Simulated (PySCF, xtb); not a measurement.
FH₆NOSi₂, SMILES O[Si@H](F)N[SiH3].

GFN2-xTB (xtb) at its own geometry gives an orbital gap of 5.58 eV and a dipole moment of 3.01 D.

The structure is a stationary point at B3LYP-D3(BJ)/def2-SVP. The structure was generated by enumeration; whether it is a known compound was not checked. One conformer was computed; it need not be the lowest.

Task: What does ωB97X/def2-TZVP in PySCF give? (Estimate from the structure and the level; the computed values follow.)

Result: gap 12.60 eV (levels -10.52 and 2.09 eV), dipole 2.90 D.
